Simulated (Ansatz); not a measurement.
Mulliken charges of AlGaH6OSi, SMILES `[AlH2][O][GaH][SiH3]` from PBE/def2-TZVPP in Ansatz (PBE0-D4/def2-TZVP geometry).

```csv
atom,x (Å),y (Å),z (Å),charge (e)
Al1,-0.814,1.839,-1.878,0.363
O2,0.158,0.776,-1.021,-0.262
Ga3,1.172,-0.333,-0.080,0.251
Si4,0.033,-1.438,1.732,0.018
H5,-1.645,1.285,-3.108,-0.120
H6,-0.869,3.355,-1.424,-0.121
H7,2.657,-0.442,-0.576,-0.032
H8,-0.864,-2.494,1.186,-0.032
H9,0.979,-2.082,2.683,-0.033
H10,-0.807,-0.467,2.486,-0.033
```

Q: By hand: the dipole of these point charges (1 e Å = 4.8032 D).

A: Σ q r = (0.197, -0.027, -0.048) e Å, of length 0.205 e Å = 0.98 D.

Q: How does the dipole of the full density compare? (Estimate.)

A: Computed: (0.101, -0.113, 0.104) e Å, 0.88 D; the point charges give 1.11 times that, at 61° from its direction.

Point charges leave out the atoms' own dipoles, such as those of lone pairs, and Mulliken's split depends on the basis, so the two needn't agree.
